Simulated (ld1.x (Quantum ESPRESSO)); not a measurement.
**Before and after: PAW potential for Zn**

zinc, PAW, made with ld1.x (Quantum ESPRESSO) 7.5 (PBEsol, scalar-relativistic). Core [Ne], reference 3s2 3p6 3d10 4s1.5 4p0 (charge +0.5). Waves: 3s (bound): rcut 0.90, rcutus 1.10 bohr; 4s (bound): rcut 0.90, rcutus 1.10 bohr; 3p (bound): rcut 1.00, rcutus 1.10 bohr; 4p (bound, empty): rcut 1.00, rcutus 1.10 bohr; 3d (bound): rcut 1.15, rcutus 1.45 bohr; 3d channel at 0.3 Ry: rcut 1.15, rcutus 1.45 bohr. Local part: all-electron potential smoothed inside 1.45 bohr (lloc = -1). Core correction: Bessel-smoothed model core inside 0.55 bohr. Augmentation charge: GAUSS, radius 0.70 bohr.

All-electron outer shells of the reference configuration (PBEsol, scalar-relativistic, ld1.x):

```tsv
shell	level (eV)	outermost node (bohr)	outermost maximum (bohr)
2p	-1008.02	–	0.15
3s	-133.55	0.28	0.59
3p	-87.88	0.25	0.59
3d	-14.77	–	0.57
4s	-9.86	0.85	2.04
4p	-4.20	0.92	2.71
```

Change: reference 3s2 3p6 3d9 4s0 4p0.

Cutoffs: the cutoffs (Ry, on a coarse ladder) from which the occupation-weighted sum of valence levels, in a spherical-Bessel basis at the reference potential, stays within 10 and 1 mRy of its value at 400 Ry; they do not see the model core or the augmentation charge, which bear on the density cutoff. Errors are all-electron minus pseudo energies relative to the spin-unpolarised reference configuration.

Question: What does the change do?

Answer: The potential gets neither clearly harder nor softer (90 Ry and 160 Ry → 90 Ry and 160 Ry); the p channel sets the loose cutoff, while the largest relative change is in s, which becomes softer; the number of tests that count goes from 7 to 6; the range in which the d phases agree narrows (upper end at the end of the scan → 2.6); neither file shows a bound ghost at the reference potential, the only one tested.

| quantity | base | changed |
| --- | --- | --- |
| cutoff, loose | 90 Ry | 90 Ry |
| cutoff, tight | 160 Ry | 160 Ry |
| loose cutoff by channel (10 mRy a level) | s 55 Ry, p 60 Ry, d 40 Ry | s 40 Ry, p 60 Ry, d 45 Ry |
| bound ghosts | none | none |
| tests counted (converged, no solver errors) | 7 of 7 | 6 of 7 |
| s: phases at 1.60 bohr within 0.05 rad from the reference energy up to (Ry; the scan ends near 5) | to the end of the scan | to the end of the scan |
| p: phases at 1.60 bohr within 0.05 rad from the reference energy up to (Ry; the scan ends near 5) | to the end of the scan | to the end of the scan |
| d: phases at 1.60 bohr within 0.05 rad from the reference energy up to (Ry; the scan ends near 5) | to the end of the scan | 2.6 |
| lowest overlap eigenvalue by channel | s 0.14, p 0.16, d 0.57 | s 0.14, p 0.15, d 0.88 |

Changed file: Tests not counted: 3s2 3p6 3d8 4s0 4p0 (solver errors, printed error -4302 eV).
